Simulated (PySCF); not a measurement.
Field gradients from PBE0/pcSseg-1 densities (PySCF, non-relativistic) at GFN2-xTB geometries, isolated species, one conformer each; χzz is the principal value of largest magnitude, with Q(14N) = 0.02044 b, Q(17O) = −0.0256 b. Where η is near 1, a small change in the tensor can flip the sign of χzz. GFN2-xTB bond lengths can be off by several hundredths of an ångström, more for odd bonds, and the gradients follow them. A larger basis could move these couplings by a tenth or more.

(1) These 14N couplings (χzz in MHz, η) are listed in rising order: (-5.503, 0.48); (-5.279, 0.16); (-4.993, 0.14); (-4.762, 0.27); (-4.528, 0.28); (2.954, 0.94). Assign them to: the silicon-bound nitrogen of `N[SiH2][SiH2]N`; the imine nitrogen of `C=N[C@H](C)CC(=O)O`; N9 (primary amine nitrogen) in `[N:1]#[C:2][C:3]1=[CH:4][SiH2:5][C@:6]1([F:7])[CH2:8][NH2:9]`; the amide nitrogen of `CCCN(C)C(C)=O`; N7 (pyrrole-type nitrogen) in `[CH3:1][O:2][c:3]1[cH:4][cH:5][n:6][n:7]1[SiH:8]([CH3:9])[CH3:10]`; N1 (nitrile nitrogen) in `[N:1]#[C:2][C@:3]1([F:4])[CH2:5][CH2:6][NH:7][CH2:8][SiH2:9]1`.

(2) Rank these 17O sites by the size of the quadrupole coupling, smallest first.
A. The silyl ether oxygen of `CO[SiH2]/C=C\C#N`
B. The amide oxygen of `CCN(CC)C(C)=O`
C. The carbonyl oxygen of `C#C[Si@@](C)(N)C=O`
D. The aryl ether oxygen of `COc1ccnn1[SiH](C)C`
E. The aldehyde oxygen of `O=CC1=C[SiH2][C@H]1CCCl`
F. O8 (amide oxygen) in `[CH2:1]=[C:2]([CH2:3][OH:4])[CH2:5][NH:6][CH:7]=[O:8]`

## Answers

(1) -5.503 MHz, η 0.48: the imine nitrogen of `C=N[C@H](C)CC(=O)O`; -5.279 MHz, η 0.16: N9 (primary amine nitrogen) in `[N:1]#[C:2][C:3]1=[CH:4][SiH2:5][C@:6]1([F:7])[CH2:8][NH2:9]`; -4.993 MHz, η 0.14: the amide nitrogen of `CCCN(C)C(C)=O`; -4.762 MHz, η 0.27: N1 (nitrile nitrogen) in `[N:1]#[C:2][C@:3]1([F:4])[CH2:5][CH2:6][NH:7][CH2:8][SiH2:9]1`; -4.528 MHz, η 0.28: the silicon-bound nitrogen of `N[SiH2][SiH2]N`; 2.954 MHz, η 0.94: N7 (pyrrole-type nitrogen) in `[CH3:1][O:2][c:3]1[cH:4][cH:5][n:6][n:7]1[SiH:8]([CH3:9])[CH3:10]`.

(2) F (9.410 MHz), B (9.821 MHz), A (10.34 MHz), D (11.50 MHz), E (12.53 MHz), C (13.34 MHz).

All sites together:

```
nucleus                                                                                             site  Vzz (au)     η  χzz (MHz)
    14N                                                     the silicon-bound nitrogen of N[SiH2][SiH2]N    -0.943  0.28     -4.528
    14N                                                         the imine nitrogen of C=N[C@H](C)CC(=O)O    -1.146  0.48     -5.503
    14N      N9 (primary amine nitrogen) in [N:1]#[C:2][C:3]1=[CH:4][SiH2:5][C@:6]1([F:7])[CH2:8][NH2:9]    -1.099  0.16     -5.279
    14N                                                              the amide nitrogen of CCCN(C)C(C)=O    -1.040  0.14     -4.993
    14N  N7 (pyrrole-type nitrogen) in [CH3:1][O:2][c:3]1[cH:4][cH:5][n:6][n:7]1[SiH:8]([CH3:9])[CH3:10]     0.615  0.94      2.954
    14N           N1 (nitrile nitrogen) in [N:1]#[C:2][C@:3]1([F:4])[CH2:5][CH2:6][NH:7][CH2:8][SiH2:9]1    -0.992  0.27     -4.762
    17O                                                                the amide oxygen of CCN(CC)C(C)=O    -1.633  0.05      9.821
    17O                                                      the aryl ether oxygen of COc1ccnn1[SiH](C)C     1.912  0.83     -11.50
    17O                       O8 (amide oxygen) in [CH2:1]=[C:2]([CH2:3][OH:4])[CH2:5][NH:6][CH:7]=[O:8]    -1.564  0.02      9.410
    17O                                                        the carbonyl oxygen of C#C[Si@@](C)(N)C=O    -2.218  0.66      13.34
    17O                                                   the aldehyde oxygen of O=CC1=C[SiH2][C@H]1CCCl    -2.082  0.55      12.53
    17O                                                       the silyl ether oxygen of CO[SiH2]/C=C\C#N     1.719  0.39     -10.34
```
